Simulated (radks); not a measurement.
Results of a calculation; reference values are marked as such.
Task: Ionisation of Au, [Xe] 4f14 5d10 6s1, to Au+, [Xe] 4f14 5d10, under several functionals. Dirac Kohn-Sham, spin-unpolarised, spherical densities, point nucleus; a radial shooting solver on a logarithmic mesh with Libxc functionals. The NIST Atomic Spectra Database gives 9.226 eV (measured). Rank these functionals by the error of their Delta-SCF ionisation energy: BLYP; RPBE; PBE; OLYP; exchange-only LDA; exchange-only PBE; SOGGA.

Result: From best to worst: RPBE 9.297 eV (+0.072); SOGGA 9.331 eV (+0.105); OLYP 9.090 eV (-0.136); PBE 9.427 eV (+0.202); BLYP 9.484 eV (+0.258); exchange-only PBE 8.770 eV (-0.456); exchange-only LDA 8.706 eV (-0.520). Spin polarisation and multiplet splitting are left out, so open shells lie too high by an amount that depends on their filling.

Beside tabulated values, note that spin-unpolarised runs miss the spin-polarisation part of the exchange energy of open shells.
